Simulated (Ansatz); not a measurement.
Input file for Ansatz (an electronic-structure program): R-PBE/def2-TZVPPD on C2H6OSi (a complex), monomers drawn apart or pushed together. Files ending in .json are basis or fitting sets from the Basis Set Exchange.

Ansatz 0.2 input:
```yaml
crystal:
  periodic: [false, false, false]
  atoms:
    - {symbol: C, position_ang: [0.50698490, -0.51613621, 0.12668208]}
    - {symbol: O, position_ang: [1.02715108, 0.04598754, -0.69681526]}
    - {symbol: C, position_ang: [-1.15343342, -1.01633629, 5.10300117]}
    - {symbol: Si, position_ang: [-0.28740821, 0.63412834, 4.90607981]}
    - {symbol: H, position_ang: [-1.15757482, -1.56089204, 4.15789246]}
    - {symbol: H, position_ang: [-2.18801466, -0.87671301, 5.42166949]}
    - {symbol: H, position_ang: [-0.65026806, -1.63247878, 5.85039245]}
    - {symbol: H, position_ang: [1.11927643, 0.44416808, 4.47439882]}
    - {symbol: H, position_ang: [-0.28026030, 1.37910330, 6.18950619]}
    - {symbol: H, position_ang: [-0.97102571, 1.47123406, 3.88967441]}
basis:
  gaussian:
    orbitals: def2-TZVPPD.json
hamiltonian:
  xc: {name: PBE}
scf: {lower_state_search: off}
```

The log:

```
Functional definition: PBE
[...]
these checks for a lower state are left out or cut short: stability, starts, cluster_reference, orbital_swaps, neighbouring_geometries, increment
integrals: 0.16 GiB planned
1191 factors; their error is unknown
mean field: 1.21 GiB planned
mean field evaluation 1: about -12077.9921 eV, gradient 7.1e1 eV
mean field evaluation 2: about -12057.3079 eV, gradient 1.1e2 eV
mean field evaluation 4: about -12088.0982 eV, gradient 1.4e1 eV
mean field evaluation 8: about -12088.5121 eV, gradient 1.4e-1 eV
mean field evaluation 16: about -12088.4833 eV, gradient 2.3e-4 eV
mean field -12088.48334248 eV, -444.2435689677 hartree, gradient 3.9e-6 eV, S^2 0.000000; 0 other end points of the search recorded, 0 dependent functions left out
reference -12088.48340546 eV, -444.2435712824 hartree; 20, 20 occupied and 244, 244 virtual orbitals, 1191 factors
Total energy: -12088.48340546 eV, -444.2435712824 hartree
Checks for a lower state left out: stability, starts, cluster_reference, orbital_swaps, neighbouring_geometries, increment
```

The calculation finished and met its thresholds.

Cost: roughly 3.0 core-seconds.
